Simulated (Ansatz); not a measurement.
Consider the cleavage of the Si–Si bond: `BO[SiH](N)[SiH3]` + `C[O][Zn][OH]` → `C[O][Zn][O][SiH3]` + `BO[SiH2]N`.

Calculated with Ansatz (gas phase, PBE0-D4/def2-TZVP geometries, no zero-point term in ΔE). CCSD(T)/CBS adds triple-zeta CCSD(T) − MP2 to the extrapolated MP2 energy (def2 sets, frozen cores). DFT in def2-TZVPP. For Zn outer-core shells are correlated without core-valence functions, which leaves a few kJ/mol of doubt a bond. Scalar relativity is left out up to krypton. One conformer a species, not always the lowest.

(1) Is it downhill or uphill in electronic energy at CCSD(T)/CBS, and by how much? (Estimate.)

(2) What do these levels give: ωB97X-V, HF/def2-TZVPP, MP2/def2-TZVPP, CCSD(T)/def2-TZVPP, HF/def2-QZVPP, SCS-MP2/def2-QZVPP? (An estimate is asked.)

Largest T1 diagnostic among the species: 0.017.

Answers

(1) Ansatz gave: Downhill: ΔE = -114.2 kJ/mol.

(2) Ansatz gave: ωB97X-V -111.0, HF/def2-TZVPP -153.7, MP2/def2-TZVPP -123.1, CCSD(T)/def2-TZVPP -116.2, HF/def2-QZVPP -155.9, SCS-MP2/def2-QZVPP -129.1 kJ/mol.

The D4 term adds +6.7 kJ/mol with B3LYP and +3.8 kJ/mol with PBE0; it sums over pairs of atoms, weighted by their polarisabilities, and B3LYP, whose exchange is more repulsive, gets the larger term. In def2-TZVPP, CCSD(T) changes the Hartree–Fock value by +37.5 kJ/mol (the triples alone add +5.3 kJ/mol) and MP2 by +30.6 kJ/mol. From PBE to PBE0 (25 % exact exchange), in def2-TZVPP and without D4, ΔE moves by −12.8 kJ/mol.

B3LYP here is the variant with VWN-RPA as its local correlation; programs differ in this.
